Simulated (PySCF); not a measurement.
PySCF input (M06-2X/def2-TZVPD):

```python
from pyscf import gto, scf, dft

mol = gto.M(
    atom='''
    C    -2.37805958    0.12344049   -0.29596244
    C    -1.01015187    0.24465946    0.38502061
    C     0.09658575   -0.26031063   -0.51771405
    S     1.72286772   -0.09110790    0.20799352
    H    -2.58521674   -0.92109662   -0.55362749
    H    -3.19693647    0.47468765    0.34711559
    H    -2.38524333    0.69140350   -1.23076968
    H    -0.83133231    1.30130677    0.62339138
    H    -1.10217967   -0.25536776    1.38132669
    H    -0.03804079   -1.32593439   -0.74086579
    H     2.32282013    0.84599116   -0.58253182
    ''',
    basis='def2-tzvpd',
    charge=-1,
    spin=0,
    verbose=4,
)

mf = dft.RKS(mol, xc='m062x').density_fit(auxbasis='def2-universal-jkfit')
mf.grids.level = 4
mf.conv_tol = 1e-9
mf.max_cycle = 100
mf.max_memory = 1500
mf.kernel()
if not mf.converged:
    mf = mf.newton()
    mf.kernel(mf.make_rdm1())
mf.analyze()
```

Output:

```
PySCF version 2.14.0

[INPUT] verbose = 4
[INPUT] num. atoms = 11
[INPUT] num. electrons = 42
[INPUT] charge = -1
[INPUT] spin (= nelec alpha-beta = 2S) = 0
[INPUT] symmetry False subgroup None
[INPUT] Mole.unit = angstrom
[INPUT] Symbol           X                Y                Z      unit          X                Y                Z       unit  Magmom
[INPUT]  1 C     -2.378059580000   0.123440490000  -0.295962440000 AA   -4.493881314098   0.233268718782  -0.559287954758 Bohr   0.0
[INPUT]  2 C     -1.010151870000   0.244659460000   0.385020610000 AA   -1.908910378517   0.462339373184   0.727583505213 Bohr   0.0
[INPUT]  3 C      0.096585750000  -0.260310630000  -0.517714050000 AA    0.182520615036  -0.491915798013  -0.978337765339 Bohr   0.0
[INPUT]  4 S      1.722867720000  -0.091107900000   0.207993520000 AA    3.255748139654  -0.172168978784   0.393050788484 Bohr   0.0
[INPUT]  5 H     -2.585216740000  -0.921096620000  -0.553627490000 AA   -4.885351611241  -1.740620346063  -1.046204331130 Bohr   0.0
[INPUT]  6 H     -3.196936470000   0.474687650000   0.347115590000 AA   -6.041334365934   0.897029653213   0.655953398667 Bohr   0.0
[INPUT]  7 H     -2.385243330000   0.691403500000  -1.230769680000 AA   -4.507456634146   1.306563256566  -2.325817617619 Bohr   0.0
[INPUT]  8 H     -0.831332310000   1.301306770000   0.623391380000 AA   -1.570990384402   2.459113399342   1.178038976615 Bohr   0.0
[INPUT]  9 H     -1.102179670000  -0.255367760000   1.381326690000 AA   -2.082817716363  -0.482575127444   2.610329132652 Bohr   0.0
[INPUT] 10 H     -0.038040790000  -1.325934390000  -0.740865790000 AA   -0.071886674662  -2.505652856242  -1.400033438160 Bohr   0.0
[INPUT] 11 H      2.322820130000   0.845991160000  -0.582531820000 AA    4.389493882327   1.598691596203  -1.100825598644 Bohr   0.0

nuclear repulsion = 152.883353460264
number of shells = 90
number of NR pGTOs = 305
number of NR cGTOs = 220
basis = def2-tzvpd
ecp = {}

******** <class 'pyscf.df.df_jk.DFRKS'> ********
method = DFRKS
initial guess = minao
damping factor = 0
level_shift factor = 0
DIIS = <class 'pyscf.scf.diis.CDIIS'>
diis_start_cycle = 1
diis_space = 8
diis_damp = 0
SCF conv_tol = 1e-09
SCF conv_tol_grad = None
SCF max_cycles = 100
direct_scf = False
XC library pyscf.dft.libxc version 7.1.2
    S. Lehtola, C. Steigemann, M. J. T. Oliveira, and M. A. L. Marques,  SoftwareX 7, 1–5 (2018)
XC functionals = m062x
    Y. Zhao and D. G. Truhlar,  Theor. Chem. Acc. 120, 215 (2008)
    Y. Zhao and D. G. Truhlar,  Theor. Chem. Acc. 120, 215 (2008)
radial grids:
    Treutler-Ahlrichs [JCP 102, 346 (1995); DOI:10.1063/1.469408] (M4) radial grids

becke partition: Becke, JCP 88, 2547 (1988); DOI:10.1063/1.454033
pruning grids: <function nwchem_prune>
grids dens level: 4
symmetrized grids: False
atomic radii adjust function: <function treutler_atomic_radii_adjust>
small_rho_cutoff = 0
Set gradient conv threshold to 3.16228e-05
Initial guess from minao.
tot grids = 224472
******** <class 'pyscf.df.df.DF'> ********
[...]
cycle= 11 E= -516.655233625391  delta_E= -3.91e-10  |g|= 8.61e-06  |ddm|= 0.00049
  HOMO = -0.00655758942435369  LUMO = 0.130989332837308  gap/eV = 3.74284
Extra cycle  E= -516.655233625456  delta_E= -6.42e-11  |g|= 6.43e-06  |ddm|= 0.0003
converged SCF energy = -516.655233625456
**** SCF Summaries ****
Total Energy =                        -516.655233625455708
Nuclear Repulsion Energy =             152.883353460263720
One-electron Energy =                -1020.034367837207469
Two-electron Energy =                  350.495780751488098
Two-electron Coulomb Energy =          395.188947203147904
DFT Exchange-Correlation Energy =      -44.693166451659785
HOMO-LUMO gap [eV] =                     3.742842397524997
**** MO energy ****
MO #1   energy= -89.691894815364   occ= 2
MO #2   energy= -10.3623387636192  occ= 2
MO #3   energy= -10.3482265157928  occ= 2
MO #4   energy= -10.3010125028505  occ= 2
MO #5   energy= -8.04837184977793  occ= 2
MO #6   energy= -5.96822600325344  occ= 2
MO #7   energy= -5.96601066679148  occ= 2
MO #8   energy= -5.96421832375112  occ= 2
MO #9   energy= -0.694521661129901 occ= 2
MO #10  energy= -0.627234860248606 occ= 2
MO #11  energy= -0.532585043098443 occ= 2
MO #12  energy= -0.435164672794723 occ= 2
MO #13  energy= -0.339304273122142 occ= 2
MO #14  energy= -0.31911393051022  occ= 2
MO #15  energy= -0.27300555555939  occ= 2
MO #16  energy= -0.247482458204691 occ= 2
MO #17  energy= -0.225777014112206 occ= 2
MO #18  energy= -0.210261705441677 occ= 2
MO #19  energy= -0.179056023965334 occ= 2
MO #20  energy= -0.0894838517325134 occ= 2
MO #21  energy= -0.00655758942435369 occ= 2
MO #22  energy= 0.130989332837308  occ= 0
MO #23  energy= 0.150321991585333  occ= 0
MO #24  energy= 0.156418305564223  occ= 0
MO #25  energy= 0.16336518541142   occ= 0
MO #26  energy= 0.183256561861751  occ= 0
MO #27  energy= 0.196413029393226  occ= 0
MO #28  energy= 0.227774499585594  occ= 0
MO #29  energy= 0.232723583994856  occ= 0
MO #30  energy= 0.245292893343784  occ= 0
MO #31  energy= 0.257870677215737  occ= 0
MO #32  energy= 0.270906679219874  occ= 0
MO #33  energy= 0.277709530577286  occ= 0
MO #34  energy= 0.286516610849184  occ= 0
MO #35  energy= 0.299630855089048  occ= 0
MO #36  energy= 0.310734208157745  occ= 0
MO #37  energy= 0.323540276406492  occ= 0
MO #38  energy= 0.338141830539284  occ= 0
MO #39  energy= 0.349635129227319  occ= 0
MO #40  energy= 0.350988230188404  occ= 0
MO #41  energy= 0.358648743644102  occ= 0
MO #42  energy= 0.36397015644072   occ= 0
MO #43  energy= 0.376951289506688  occ= 0
MO #44  energy= 0.381092906816124  occ= 0
MO #45  energy= 0.386126483101617  occ= 0
MO #46  energy= 0.388870513570738  occ= 0
MO #47  energy= 0.397295701529543  occ= 0
MO #48  energy= 0.409078747499979  occ= 0
MO #49  energy= 0.418468090915311  occ= 0
MO #50  energy= 0.425069168819715  occ= 0
MO #51  energy= 0.438369385778727  occ= 0
MO #52  energy= 0.445410934950427  occ= 0
MO #53  energy= 0.451527373188689  occ= 0
MO #54  energy= 0.456445650665707  occ= 0
MO #55  energy= 0.45722146001944   occ= 0
MO #56  energy= 0.468920642061563  occ= 0
MO #57  energy= 0.47553812000156   occ= 0
MO #58  energy= 0.482497883123014  occ= 0
MO #59  energy= 0.489496556640285  occ= 0
MO #60  energy= 0.499784900194385  occ= 0
MO #61  energy= 0.500824528924774  occ= 0
MO #62  energy= 0.51269944145944   occ= 0
MO #63  energy= 0.52121817125019   occ= 0
MO #64  energy= 0.527592593139271  occ= 0
MO #65  energy= 0.539863593187973  occ= 0
MO #66  energy= 0.548972687661671  occ= 0
MO #67  energy= 0.552636494519166  occ= 0
MO #68  energy= 0.567415121998916  occ= 0
MO #69  energy= 0.574658447659584  occ= 0
MO #70  energy= 0.580723677118159  occ= 0
MO #71  energy= 0.593619811794529  occ= 0
MO #72  energy= 0.596810052496253  occ= 0
MO #73  energy= 0.597750284113518  occ= 0
MO #74  energy= 0.620827241275192  occ= 0
MO #75  energy= 0.62706690164538   occ= 0
MO #76  energy= 0.633226831351141  occ= 0
MO #77  energy= 0.641869632302142  occ= 0
MO #78  energy= 0.658779602647266  occ= 0
MO #79  energy= 0.67151345333786   occ= 0
MO #80  energy= 0.682227868751776  occ= 0
MO #81  energy= 0.696003633816775  occ= 0
MO #82  energy= 0.733184794711047  occ= 0
MO #83  energy= 0.747211224542366  occ= 0
MO #84  energy= 0.755050441511356  occ= 0
MO #85  energy= 0.799510667233693  occ= 0
MO #86  energy= 0.808321994375967  occ= 0
MO #87  energy= 0.829426580474548  occ= 0
MO #88  energy= 0.835788742244708  occ= 0
MO #89  energy= 0.837155073039518  occ= 0
MO #90  energy= 0.85605955173067   occ= 0
MO #91  energy= 0.861126818278519  occ= 0
MO #92  energy= 0.867072448575127  occ= 0
MO #93  energy= 0.875878060409477  occ= 0
MO #94  energy= 0.879338024171853  occ= 0
MO #95  energy= 0.892693130410183  occ= 0
MO #96  energy= 0.899856758280816  occ= 0
MO #97  energy= 0.912349610038669  occ= 0
MO #98  energy= 0.915788053349315  occ= 0
MO #99  energy= 0.924624973135816  occ= 0
MO #100 energy= 0.938885365315824  occ= 0
MO #101 energy= 0.949061876069374  occ= 0
MO #102 energy= 0.975256917626372  occ= 0
MO #103 energy= 0.984582984890219  occ= 0
MO #104 energy= 1.02715029535595   occ= 0
MO #105 energy= 1.04732896913599   occ= 0
MO #106 energy= 1.06637009156882   occ= 0
MO #107 energy= 1.13912092967006   occ= 0
[...]
```

It need not be the lowest isomer of its formula. Whether it binds its extra electron was not tested at this geometry.
